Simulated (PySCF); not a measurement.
How methods differ on the ionisation energy of V²⁺

V²⁺ [Ar] 3d3 (4F) → V³⁺ [Ar] 3d2 (3F), as a difference of total energies. Computed with PySCF 2.14 in aug-cc-pVDZ (7s6p4d2f, 59 functions), with no relativity, point nucleus. Correlated levels: valence: [Ar] frozen. The calculations carry no spin-orbit coupling.

```csv
method,ionisation energy (eV)
UHF,28.663
PBE,30.345
B3LYP,30.257
MP2 (valence),28.949
SCS-MP2 (valence),28.758
```

Question: How much does correlation contribute at MP2 (valence)?

Answer: 28.949 − (28.663) = 0.286 eV, measured against UHF.

These non-relativistic numbers lack the scalar-relativistic shift.

The reference lies between the lowest fine-structure levels, while these numbers refer to the centres of the terms.

Errors of the correlated levels include the incompleteness of this basis and the frozen core.

For comparison: 29.311 eV (measured; NIST Atomic Spectra Database, ionization energies).
